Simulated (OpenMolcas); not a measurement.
# Rh5+: moving or changing the point charges

Rh5+ among 4 point charges of -2.5 e arranged as a tetrahedron (Td), 2.17 Å from the ion.

| Quantity | Value |
| --- | --- |
| Program | OpenMolcas 26.06 |
| Method | SS-CASPT2, IPEA 0.25 Eh, imaginary shift 0.1 Eh (closed shells correlated: 4s 4p) |
| Basis | ANO-RCC-VDZP [6s5p3d1f] |
| Scalar Hamiltonian | DKH2, point nucleus |
| Active space | 4 electrons in 5 orbitals (4d) |
| State averaging | 2S+1 = 5 even, 5 roots; 2S+1 = 3 even, 45 roots; 2S+1 = 1 even, 50 roots |
| Spin-orbit coupling | state interaction with AMFI integrals over the reference wave functions |

Runs around this geometry, states (labels of Td). Energies in cm-1 above the lowest state or level, χT in cm3 K/mol; under a threefold ground state the first gap can be a small split of the lowest multiplet, not the spin-orbit step.

```csv
R (Å),q (e),Ground state,First state of that spin,First gap with spin-orbit (degeneracies),χT at 300 K,First state of another spin
2.17,-1.62,5T2,5E 1470,"680 (1, 3)",0.497,3T1 20590
2.07,-2.5,5T2,5E 2510,"640 (1, 3)",0.578,3T1 20000
2.17,-2.5,5T2,5E 2060,"650 (1, 3)",0.541,3T1 20300
2.39,-2.5,5T2,5E 1410,"680 (1, 3)",0.493,3T1 20610
```

Taking the first state of the same spin as R^-n, n = -ln(1410 / 2510) / ln(2.39 / 2.07) = 4.0 between the shortest and longest distance.

Scaling the charges by -1.62 / -2.5 = 0.65 scales the first state of the same spin by 1470 / 2060 = 0.71; with fixed orbitals a first-order splitting would follow the charge.

Roots that are degenerate in the reference are averaged as groups; the widest CASPT2 spread within a group is 460 cm-1 (the 3-fold group of multiplicity 3 near 51100 cm-1 above the lowest state of its run, R = 2.07, q = -2.5). Shifts and gaps below about the spread of the groups concerned are not significant. Point charges give a weaker field than real ligands, and real ions of this kind are as a rule low spin; the high spin found here belongs to the model. The ground term spreads over less than 5000 cm-1, several times less than with real ligands, so orbital moments are less quenched and χT lies further from the spin-only value than at real sites. Free-ion shares, where given, are those of the reference states; single-state CASPT2 does not remix them. An orbital triplet at a regular site is open to Jahn-Teller coupling, which can distort the site and quench the lowest spin-orbit gaps and is left out (holds for R = 2.17, q = -1.62; R = 2.07, q = -2.5; R = 2.17, q = -2.5). Spin-orbit coupling mixes the spin-free states strongly: the lowest level takes only 70 % from its leading state, 5T2 (holds for R = 2.39, q = -2.5). This is an electrostatic model: the charges have no orbitals. No measured value stands beside these numbers.
